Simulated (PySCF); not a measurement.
**Be (beryllium, neutral) across methods**

[He] 2s1 2p1, high-spin 3P determinant (an excited configuration). Calculation: PySCF 2.14, in aug-cc-pCVQZ; the non-relativistic Hamiltonian (point nucleus).

| method | E (hartree) | mean ε 1s β (eV) | mean ε 2s α (eV) | mean ε 2p α (eV) | Σ⟨r²⟩ (bohr²) | ⟨S²⟩ |
| --- | --- | --- | --- | --- | --- | --- |
| PBE0 | -14.5527 | -112.17 | -7.712 | -4.062 | 18.42 | 2.000 |
| r2SCAN | -14.5707 | -108.83 | -6.834 | -3.273 | 18.38 | 2.000 |
| TPSSh | -14.5813 | -110.17 | -7.092 | -3.512 | 18.35 | 2.000 |
| LC-wPBE | -14.5588 | -112.41 | -10.515 | -6.580 | 17.98 | 2.000 |
| UHF | -14.51363 | -128.53 | -10.782 | -6.691 | 18.29 | 2.000 |
| PBE | -14.5452 | -106.49 | -6.584 | -3.126 | 18.67 | 2.000 |
| M06-2X | -14.5661 | -117.78 | -8.677 | -4.575 | 18.76 | 2.000 |
| LDA | -14.3589 | -105.25 | -6.565 | -3.070 | 18.99 | 2.000 |
